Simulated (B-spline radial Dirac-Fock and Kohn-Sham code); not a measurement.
## Tc⁺: non-radiative channels of the L1 vacancy

System: technetium as Tc⁺, configuration [Kr] 4d4 5s1 5p1 (an excited configuration).

Input of the calculation (task.json; shells as n, l, electrons):

```json
{"items": [{
  "Z": 43,
  "q": 1,
  "cfg": [[1, 0, 2], [2, 0, 2], [2, 1, 6], [3, 0, 2], [3, 1, 6], [3, 2, 10], [4, 0, 2], [4, 1, 6], [4, 2, 4], [5, 0, 1], [5, 1, 1]],
  "A": 97,
  "rrms": 4.4112,
  "do": ["binding", "quiet", "decay"],
  "holes": ["K", "L1", "L2", "L3", "M1", "M2", "M3", "M4", "M5", "N1", "N2", "N3"]
}]}
```

Command: `python xray_run.py task.json out`

Method: a relativistic independent-particle model: LDA orbitals of the hole state, radiative multipoles to third order, Auger rates from the Coulomb interaction with a continuum orbital, Dirac-Fock energies. Computed with a radial atomic solver. Kinetic energies are configuration averages from the vacuum level; the two-hole energies are estimated from single-hole states.

```
transition  kinetic energy (eV)  width (meV)  share (%)
   L1-L3M4                41.00         1640       26.9
   L1-L3M5                46.33         2380       39.1
   L1-L2N1                    –          138        2.3
   L1-L2N3                170.9          116        1.9
   L1-L3N1                    –          212        3.5
   L1-L3N3                287.5          179        2.9
   L1-M1M3               2015.0          139        2.3
   L1-M1M4               2183.4          108        1.8
   L1-M1M5               2187.2          156        2.6
   L1-M4M5               2475.7          218        3.6
```

A dash stands for an energy that rests on an unreliable hole state.

Coster-Kronig rates are the weakest part of this model and often come out 1.5 to 2.5 times too large. The listed channels hold 87 % of the non-radiative rate. Summed by principal shells, of 6.09 eV in all: LLM 66.0 %, LLN 15.9 %, LMM 14.8 %, LMN 2.5 %, LLO 0.6 %.
